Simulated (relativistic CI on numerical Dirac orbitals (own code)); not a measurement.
**Energy levels of Ir³³⁺**

Method of calculation: Dirac-Coulomb-Breit CI, orbitals from a KLI potential per configuration, a model potential for QED, unscaled Slater integrals (own radial code, finite nucleus).

Configurations in the expansion (outside the closed core [Ar] 3d10): 4s²4p⁶4d⁸, 4s²4p⁵4d⁹, 4s²4p⁶4d⁷4f, 4s4p⁶4d⁹, 4s²4p⁵4d⁸4f, 4s4p⁶4d⁸4f, 4s²4p⁶4d⁷5s, 4s²4p⁶4d⁶4f5s, 4s²4p⁶4d⁷5p, 4s²4p⁵4d⁸5s, 4s²4p⁶4d⁷5f, 4s²4p⁶4d⁶5s5p, 4p⁶4d⁹4f, 4s4p⁶4d⁷4f5s, 4s²4p⁵4d⁸5d, 4s²4p⁶4d⁷6p, 4s4p⁶4d⁸5p, 4s²4p⁶4d⁷6f, 4p⁶4d⁹5p, 4s²4p⁵4d⁸5g, 4s²4p⁶4d⁷7p, 4s²4p⁵4d⁸6s, 4s²4p⁶4d⁷7f, 4p⁶4d¹⁰, 4p⁵4d¹⁰4f, 4p⁶4d⁹5s, 4p⁵4d¹⁰5s, 4p⁵4d⁹4f5s. Double excitations out of closed p, d and f shells are left out; levels of such configurations are missing from the list, as are those of other unlisted configurations, and high levels can miss mixing partners. These lack a partner that the ground configuration has and come out too high: 4s²4p⁵4d⁸5d, 4s²4p⁵4d⁸5g, 4s²4p⁵4d⁸6s.

The lowest level is 4s²4p⁶4d⁸ ³F4, with 88 % of that term; Hund's rules for 4s²4p⁶4d⁸ give ³F with J = 4, in agreement.

```
No.  Configuration  Term  J  E (cm⁻¹)   %  Next component (%)  Lifetime (s)
  1      4s²4p⁶4d⁸    ³F  4         0  88               11 ¹G              
  2      4s²4p⁶4d⁸    ¹D  2     31795  49               40 ³P      3.86e+01
  3      4s²4p⁶4d⁸    ³P  0    101694  58               42 ¹S      1.62e-01
  4      4s²4p⁶4d⁸    ³F  3    160625  99    1 4s²4p⁵4d⁸4f ³F      9.95e-06
  5      4s²4p⁶4d⁸    ³P  2    193072  51               34 ³F      1.74e-05
  6      4s²4p⁶4d⁸    ³P  1    208989  99    1 4s²4p⁵4d⁸4f ³P      1.58e-05
  7      4s²4p⁶4d⁸    ¹G  4    212696  88               11 ³F      3.01e-05
  8      4s²4p⁶4d⁸    ³F  2    346977  56               36 ¹D      5.92e-06
  9      4s²4p⁶4d⁸    ¹S  0    439310  58               42 ³P      3.62e-06
 10      4s²4p⁵4d⁹   ¹D°  2   1598728  43              28 ³P°      2.01e-11
 11      4s²4p⁵4d⁹   ³F°  4   1599363  88  11 4s²4p⁶4d⁷4f ³F°      3.98e-11
 12      4s²4p⁵4d⁹   ³D°  3   1611395  51  25 4s²4p⁶4d⁷4f ³D°      1.59e-11
 13      4d⁷(2G)4f   ³G°  4   1666163  27              23 ⁵G°      5.13e-10
 14      4d⁷(4F)4f   ⁵G°  5   1667798  41              21 ³G°      2.43e-09
 15      4d⁷(2D)4f   ³D°  1   1680458  23    22 4s²4p⁵4d⁹ ¹P°      2.87e-11
 16      4d⁷(4F)4f   ⁵G°  6   1685685  45              23 ⁵H°      5.23e-05
 17      4d⁷(4F)4f   ⁵P°  2   1687089  26              25 ³P°      1.62e-09
 18      4d⁷(2G)4f   ³F°  3   1696706  25              19 ⁵F°      7.02e-11
 19      4d⁷(2D)4f   ³F°  2   1697103  47              19 ³D°      2.65e-10
 20      4d⁷(4F)4f   ³I°  7   1702575  28              22 ⁵I°      2.97e-02
 21      4d⁷(2P)4f   ³G°  4   1712844  29              19 ¹G°      3.08e-10
 22      4d⁷(2P)4f   ³F°  3   1720918  38              18 ³G°      4.18e-10
 23      4d⁷(4F)4f   ³H°  6   1724794  40              16 ¹I°      2.77e-05
 24      4d⁷(4F)4f   ⁵I°  8   1727418  60              34 ³K°      4.70e-03
 25      4d⁷(2P)4f   ³D°  1   1731405  43    17 4s²4p⁵4d⁹ ³P°      2.27e-11
 26      4d⁷(4F)4f   ³D°  2   1736383  36              15 ³P°      1.93e-10
 27      4d⁷(2D)4f   ³P°  0   1741865  47              46 ⁵D°      2.35e-07
 28      4d⁷(4F)4f   ⁵H°  7   1742545  41              37 ³I°      6.50e-04
 29      4d⁷(2P)4f   ³G°  5   1747587  37              23 ⁵F°      2.23e-08
 30      4d⁷(2D)4f   ³F°  3   1754791  28              18 ⁵P°      4.17e-11
 31      4s²4p⁵4d⁹   ³D°  2   1760855  23  18 4s²4p⁶4d⁷4f ³D°      2.90e-11
 32      4d⁷(2P)4f   ³F°  4   1764089  31              27 ³G°      1.29e-09
 33      4d⁷(2D)4f   ³P°  1   1767655  35              33 ⁵D°      9.63e-11
 34      4d⁷(2D)4f   ³F°  3   1772250  21              17 ³D°      2.61e-11
 35      4d⁷(2D)4f   ³D°  2   1772761  30    13 4s²4p⁵4d⁹ ³D°      2.95e-11
 36      4d⁷(2D)4f   ³H°  5   1782343  32              23 ³G°      2.82e-09
 37      4s²4p⁵4d⁹   ³D°  1   1788195  31              25 ³P°      1.93e-11
 38      4d⁷(2D)4f   ³H°  4   1792568  22              17 ¹G°      6.33e-11
 39      4s²4p⁵4d⁹   ³P°  0   1795270  70  25 4s²4p⁶4d⁷4f ³P°      1.99e-11
 40      4d⁷(4F)4f   ⁵H°  5   1799684  30              21 ³H°      1.66e-11
 41      4d⁷(2D)4f   ³F°  4   1799904  32              20 ⁵F°      2.16e-11
 42      4d⁷(2D)4f   ³H°  6   1801048  43              33 ⁵G°      2.27e-04
 43      4d⁷(4F)4f   ⁵G°  3   1808775  40              15 ¹F°      1.11e-10
 44      4d⁷(2G)4f   ³P°  1   1813215  27              22 ⁵D°      2.13e-11
 45      4s²4p⁵4d⁹   ³F°  3   1816240  28              22 ¹F°      2.08e-11
 46      4d⁷(2D)4f   ³F°  4   1817487  26              22 ⁵D°      2.09e-10
 47    4s²4p⁶4d⁷4f   ³F°  2   1818397  26              18 ⁵G°      3.63e-11
 48      4d⁷(2D)4f   ³P°  2   1824613  29              24 ³D°      5.30e-10
 49      4d⁷(4F)4f   ⁵G°  4   1826982  41              21 ³F°      1.05e-09
 50      4d⁷(2D)4f   ³G°  3   1828851  28              22 ⁵H°      2.69e-11
 51      4d⁷(2D)4f   ³D°  2   1831902  29              28 ⁵F°      1.01e-10
 52      4d⁷(2D)4f   ³G°  5   1843898  38              22 ⁵F°      1.00e-09
 53      4d⁷(2D)4f   ³D°  3   1850662  28              22 ³F°      5.57e-11
 54      4d⁷(4P)4f   ⁵D°  1   1852784  28              22 ³D°      6.41e-11
 55      4d⁷(4P)4f   ⁵D°  2   1853888  26              18 ³D°      2.34e-09
 56      4d⁷(4F)4f   ³H°  6   1855394  34              20 ⁵I°      1.14e-05
 57      4d⁷(4F)4f   ⁵G°  5   1855755  22              21 ³H°      3.77e-10
 58      4d⁷(4P)4f   ⁵D°  0   1858862  56              27 ³P°      4.62e-11
 59      4d⁷(2F)4f   ³H°  4   1859566  56              18 ³F°      2.50e-08
 60      4d⁷(4F)4f   ⁵S°  2   1860418  21              19 ¹D°      7.02e-11
 61      4d⁷(2P)4f   ³G°  3   1862648  27              26 ⁵F°      1.48e-10
 62      4d⁷(4F)4f   ⁵H°  6   1869511  34              20 ³K°      1.38e-05
 63      4d⁷(2H)4f   ³L°  7   1870266  34              27 ⁵I°      2.02e-05
 64      4d⁷(2G)4f   ³I°  6   1872762  33              21 ³K°      1.92e-05
 65      4d⁷(2F)4f   ³F°  3   1875081  22              18 ³G°      1.88e-10
 66      4d⁷(2H)4f   ³G°  5   1876304  35              24 ³H°      1.25e-10
 67      4d⁷(4F)4f   ³P°  1   1877803  28              18 ³D°      2.18e-10
 68      4d⁷(2H)4f   ³L°  8   1879675  63              29 ¹L°      1.27e-04
 69      4d⁷(4F)4f   ³H°  5   1882320  48              21 ⁵F°      2.19e-09
 70      4d⁷(2H)4f   ³G°  3   1885085  35              26 ³D°      5.41e-11
```

Energies count from the lowest computed level; ° marks odd parity; lifetimes are radiative, by E1, M1, E2, M2, E3 decay to levels of this space only. Percentages are summed over parent terms; the parents shown are those of the largest component, closed shells are left out there.

The mean weight of the leading LS term, summed over parents, in these 70 levels is 40 %, and that of the leading jj configuration (from the same eigenvectors) 74 %, so jj coupling describes them better and the LS labels are nominal.

At this charge energies of transitions that change n are usually good to better than 1 %, and those within a shell (Δn = 0) to a few per cent. Terms inside the open d or f shell come out 10 to 20 % too wide with unscaled integrals.

LS names give the leading component of a level, which can be under half, so a name can repeat, a term be missing and a line seem to break the LS rules.
